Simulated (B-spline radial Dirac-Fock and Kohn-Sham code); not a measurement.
Elastic and transport cross sections of silicon for electrons

Calculated with a radial finite-basis atomic code, using relativistic (Dirac) partial waves in the static field of the Dirac-Fock atom with Furness-McCarthy exchange, without polarisation or absorption potentials. Below a few hundred eV the neglected polarisation potential matters, most of all at small angles. σ_tr1 and σ_tr2 weight the cross section with 1 − P₁ and 1 − P₂ of cos θ; "backward" is the share scattered beyond 90°.

| energy (eV) | σ (a₀²) | σ_tr1 (a₀²) | σ_tr2 (a₀²) | σ/σ_tr1 | backward (%) |
| --- | --- | --- | --- | --- | --- |
| 50 | 30.5 | 13.3 | 13.8 | 2.30 | 17 |
| 64.3 | 25.9 | 11.4 | 10.8 | 2.26 | 17 |
| 100 | 20.0 | 8.19 | 7.15 | 2.45 | 16 |
| 104 | 19.6 | 7.91 | 6.90 | 2.48 | 16 |
| 132 | ? | ? | ? | ? | ? |
| 142 | 16.6 | 5.89 | 5.27 | 2.81 | 14 |
| 175 | 14.8 | 4.73 | 4.41 | 3.12 | 13 |
| 200 | 13.7 | 4.08 | 3.93 | 3.36 | 12 |
| 218 | 13.1 | 3.69 | 3.66 | 3.53 | 12 |
| 243 | 12.3 | 3.25 | 3.33 | 3.77 | 11 |
| 252 | 12.0 | 3.11 | 3.22 | 3.86 | 11 |
| 260 | 11.8 | 3.00 | 3.14 | 3.94 | 11 |
| 300 | 10.8 | 2.51 | 2.76 | 4.31 | 9.6 |

Q: Fill in the row for 132 eV.

A: σ = 17.2 a₀², σ_tr1 = 6.33 a₀², σ_tr2 = 5.61 a₀², σ/σ_tr1 = 2.72, backward 15 %. The ratio σ/σ_tr1 is roughly the number of elastic collisions that randomise the direction.
